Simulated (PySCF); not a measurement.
From computed data to an observable: dipole moment from atomic charges

Al(F)(H)(SeH) (AlFH2Se), SMILES [F][AlH][SeH]. Atoms are numbered in the order given.

```xyz
5

Al    -0.5393    -1.1631     0.0000
F      0.6825    -2.2753     0.0000
H     -2.0254    -1.6498     0.0000
Se     0.1229     1.0517     0.0000
H     -1.2836     1.4903     0.0000
```

Coordinates come from a B3LYP-D3(BJ)/def2-TZVP optimisation. Other conformers were not sampled.

Charges (e) from PBE/def2-TZVPD run with PySCF:

```json
[
 {"atom": "Al1", "IAO": "0.937", "ESP fit": "0.663"},
 {"atom": "F2", "IAO": "-0.551", "ESP fit": "-0.318"},
 {"atom": "H3", "IAO": "-0.201", "ESP fit": "-0.189"},
 {"atom": "Se4", "IAO": "-0.266", "ESP fit": "-0.245"},
 {"atom": "H5", "IAO": "0.081", "ESP fit": "0.090"}
]
```

The dipole moment of the full density is 1.66 D.

What dipole moment does each set of point charges give, and which comes closer to that of the density?


μ = Σ q r, and 1 e Å = 4.8032 D.
IAO: Σ q r = (-0.611, 0.336, 0.000) e Å, |μ| = 3.35 D.
ESP fit: Σ q r = (-0.337, 0.141, 0.000) e Å, |μ| = 1.76 D.
ESP fit comes closer in size. Point charges leave out the atoms' own dipoles (lone pairs, polarised bonds); fits to the potential absorb them, partitions of the density don't.
